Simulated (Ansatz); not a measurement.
A nudged elastic band was laid between two geometries of CH₅NO₂SSi (11 atoms, charge 0, multiplicity 1).

Level of theory: Ansatz 0.2.0, RKS B3LYP/cc-pVDZ.

```
movable images  : 8
climbing image  : no
spring          : 5.0 eV/Å²
optimiser       : quadratic models (default)
start path      : through a guess of the saddle point
force threshold : 0.03 eV/Å
iteration limit : 59
end points      : relaxed
```

Image 0:

```xyz
11
Properties=species:S:1:pos:R:3
N -0.087 -1.552 -1.524
Si 0.163 -0.569 -0.154
O 1.564 -1.114 0.561
O -1.143 -0.048 0.776
C -0.450 1.133 0.108
S 0.448 2.249 1.215
H -1.020 -1.683 -1.899
H 0.510 -2.360 -1.672
H 1.850 -0.568 1.309
H -1.146 1.664 -0.553
H -0.626 2.792 1.854
```

Image 9:

```xyz
11
Properties=species:S:1:pos:R:3
N -0.185 -1.721 -1.358
Si 0.142 -0.613 -0.104
O 1.556 -1.129 0.603
O -1.149 -0.048 0.816
C -0.455 1.107 0.108
S 0.464 2.249 1.168
H -0.990 -1.593 -1.962
H 0.583 -2.191 -1.827
H 1.854 -0.558 1.326
H -1.157 1.623 -0.559
H -0.597 2.817 1.809
```

Task: Which bonds break or form, and what moves?

Result: No bond is made or broken. The height of N1 over the plane of its neighbours goes from -0.19 to 0.18 Å.

Task: Give the energies along the band, and the barrier.

Result: It converged. The highest image is number 5 of 0 to 9, 0.3 kJ/mol above the first end and 0.5 kJ/mol above the last; the last end lies 0.2 kJ/mol below the first. The top lies less than 8 meV above the higher end, about what the thresholds resolve: that end is a shoulder or a very shallow well. No image climbed, so the highest image needn't sit at the top of the path.

| image | path coordinate (Å) | energy (kJ/mol) | height of N1 over the plane of its neighbours (Å) |
| --- | --- | --- | --- |
| 0 | 0.00 | 0.0 | -0.19 |
| 1 | 0.06 | 0.0 | -0.17 |
| 2 | 0.11 | 0.1 | -0.15 |
| 3 | 0.17 | 0.2 | -0.11 |
| 4 | 0.23 | 0.2 | -0.05 |
| 5 | 0.29 | 0.3 | 0.00 |
| 6 | 0.35 | 0.1 | 0.06 |
| 7 | 0.42 | -0.1 | 0.13 |
| 8 | 0.48 | -0.2 | 0.17 |
| 9 | 0.54 | -0.2 | 0.18 |

Task: What is the geometry of the highest image?

Result: 
```xyz
11
Properties=species:S:1:pos:R:3
N -0.143 -1.637 -1.429
Si 0.150 -0.593 -0.123
O 1.554 -1.125 0.595
O -1.161 -0.039 0.776
C -0.441 1.125 0.109
S 0.455 2.241 1.216
H -1.030 -1.673 -1.915
H 0.558 -2.275 -1.785
H 1.864 -0.540 1.303
H -1.121 1.658 -0.567
H -0.620 2.801 1.841
```

Run time: 5.1 min on 2 threads of Arm Neoverse V1, on a shared host, peak memory 0.29 GiB.
